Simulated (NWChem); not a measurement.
System: CdGeH4S; SMILES [SH][Cd][GeH3]

```xyz
7

Cd    -0.0144     0.4998     0.0000
S     -0.0363     2.8708     0.0000
H      1.3132     2.9622     0.0001
Ge    -0.0019    -2.0341     0.0000
H     -0.6741    -2.6076    -1.2649
H      1.4414    -2.5797     0.0425
H     -0.7472    -2.6075     1.2232
```
Atoms are numbered in this order, from 1.

Results from NWChem. Coordinates come from a PBE0/def2-SVP optimisation. def2 effective core potentials on Cd; no spin-orbit coupling.

### Question
Estimate the computed values for TPSS/def2-SVP (core potentials). Quantities: highest occupied level (eV); orbital gap (eV); dipole (D).

### Answer
The highest occupied level (eV) is -5.83 and the orbital gap (eV) comes out as 4.25. The dipole (D) is 1.37.
